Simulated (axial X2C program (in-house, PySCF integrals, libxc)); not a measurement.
**ErCN⁺: a free-ion multiplet in an axial field**

Computed with an in-house all-electron X2C program for linear molecules (integrals from PySCF): two-component X2C with atomic mean-field Coulomb and Gaunt terms, basis Er dyall-v3z, C dyall-v3z, N dyall-v3z (cores contracted in-house). Orbitals come from Hartree–Fock averaged over the configuration Er f12 s0; CI then distributes these electrons over the f, s shells of Er.

Er–C–N held linear, bonds 2.374 and 1.160 Å (the second held).

**Question.** Which level do Hund's rules give for f12, how many Ω levels does it split into, and what is its Landé factor?

**Answer.** S = 1, L = 5, J = 6 (3H6). It gives Ω = 0 to 6, 7 levels. gJ = 3/2 + [S(S+1) − L(L+1)]/[2J(J+1)] = 1.167, so g∥ = 2gJΩ.

The computed levels compare thus:

| Ω | energy (cm⁻¹) | g∥ computed | 2gJΩ |
| --- | --- | --- | --- |
| 0 | 0 | 0.00 | 0.00 |
| 1 | 18 | 2.34 | 2.33 |
| 2 | 77 | 4.69 | 4.67 |
| 3 | 194 | 7.04 | 7.00 |
| 4 | 381 | 9.37 | 9.33 |
| 5 | 626 | 11.68 | 11.67 |
| 6 | 872 | 13.99 | 14.00 |

The 7 lowest levels are just these Ω; they span 872 cm⁻¹, the lowest has Ω = 0, and the next level lies at 6470 cm⁻¹. Departures of g∥ from 2gJΩ come from intermediate coupling and from mixing with the higher-lying level J − 1 of the term. The computed g∥ is the magnitude of 2⟨Lz + ge Sz⟩.

Dynamic correlation is missing, so gaps between terms are too wide and other configurations may lie lower; the lowest level listed is that of this model, not necessarily the ground state. At most 4 roots were kept for each Ω > 0 (twice that for Ω = 0) within 2.2 eV of the lowest, so higher up levels can be missing between those listed; levels with Ω > 0 are doubly degenerate and listed once, Ω = 0 levels singly. States that fill the shells left empty in the average are placed too high. The molecule was held linear; bending was not examined.
